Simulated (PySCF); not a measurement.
Working out the ionisation energy of Ti¹⁰⁺

Ti¹⁰⁺ [Ne] 3s2 (1S) → Ti¹¹⁺ [Ne] 3s1 (2S). All numbers are calculated (PySCF 2.14, no relativity, point nucleus, in an even-tempered Gaussian basis (20 s from 0.59 bohr⁻², ratio 2.2; 13 p from 0.76 bohr⁻², ratio 2.2; 5 d from 3.3 bohr⁻², ratio 2.4; 5 f from 5 bohr⁻², ratio 2.4; 4 g from 7.4 bohr⁻², ratio 2.4)). Frozen: 1s2; the 23 highest virtual orbitals dropped. Energies in hartree (1 hartree = 27.21139 eV):

| part | Ti¹⁰⁺ (lower) | Ti¹¹⁺ (upper) |
| --- | --- | --- |
| UHF | -811.046743 | -801.444531 |
| MP2 opposite-spin | -0.307845 | -0.241454 |
| MP2 same-spin | -0.091608 | -0.083106 |

**Question.** What does Hartree-Fock give?

**Answer.** (-801.444531) − (-811.046743) = 9.602212 hartree = 261.289 eV.

**Question.** What do MP2 and SCS-MP2 (6/5 opposite-spin, 1/3 same-spin) give?

**Answer.** The opposite-spin parts differ by 1.807 eV and the same-spin parts by 0.231 eV. MP2: 261.289 + (1.807) + (0.231) = 263.327 eV. SCS-MP2: 261.289 + 1.2 × (1.807) + (0.231)/3 = 263.534 eV.

A first-order spin-orbit estimate adds 0.000 eV to MP2 (outer shells), giving 263.327 eV against 265.07 ± 0.06 eV (semi-empirical (NIST evaluation); NIST Atomic Spectra Database, ionization energies).

The calculation is non-relativistic.

What remains against the reference includes basis incompleteness, the frozen core and correlation beyond second order.
